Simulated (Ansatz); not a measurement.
CH4ClFSi2, SMILES `F[Si]1(Cl)C[SiH2]1`. Charge 0, multiplicity 1. The structure was optimised at the PBE0-D4/def2-TZVP level.

```xyz
9

F     0.037   -1.573    1.922
Si   -0.445   -0.941    0.544
Cl   -1.689   -2.267   -0.372
C     0.847   -0.136   -0.506
Si   -0.400    1.237    0.067
H     0.896   -0.363   -1.569
H     1.845   -0.039   -0.077
H     0.163    2.258    0.982
H    -1.255    1.824   -0.991
```

Task: What is the dipole moment at PBE/def2-TZVPP? (Estimate.)

Result: Computed: 1.72 D, with components (0.71, 1.28, -0.91) D in this frame, pointing from negative to positive charge.

Task: And with r2SCAN, B3LYP, ωB97M-V? (An estimate is asked.)

Result: The calculation gave: r2SCAN 1.77 D, B3LYP 1.80 D, ωB97M-V 1.76 D.

Task: Give the Mulliken charges with PBE, r2SCAN, B3LYP in def2-TZVPP. (Best estimate.)

Result: The calculation gave: 
```csv
atom,PBE,r2SCAN,B3LYP
F1,-0.25,-0.30,-0.30
Si2,0.52,0.62,0.60
Cl3,-0.19,-0.22,-0.21
C4,-0.30,-0.36,-0.37
Si5,0.07,0.15,0.13
H6,0.11,0.10,0.11
H7,0.11,0.11,0.12
H8,-0.03,-0.05,-0.04
H9,-0.03,-0.05,-0.04
```

B3LYP here is the variant with VWN-RPA as its local correlation; programs differ in this.
